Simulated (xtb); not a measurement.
Si(F)2(OH)(SiH3) (F2H4OSi2), SMILES O[Si](F)(F)[SiH3]. All values are semi-empirical tight-binding results from xtb (GFN2-xTB unless named), good for trends rather than for accurate numbers. Geometry optimised at GFN2-xTB. The structure was generated by enumeration, and PubChem lists no compound with its InChIKey, so it may never have been made. The values are those of a single conformer.

The geometry has at least one imaginary mode, so it is a saddle point at that level.

Computed properties:
```json
{
  "orbital_gap": "5.15 eV",
  "dipole_moment": "1.74 D",
  "static polarisability (D4 model)": "71.9 bohr³",
  "solvation energy, GFN2-xTB/ALPB(water)": "-4.5 kcal/mol",
  "solvation energy, GFN2-xTB/ALPB(thf)": "-6.1 kcal/mol"
}
```
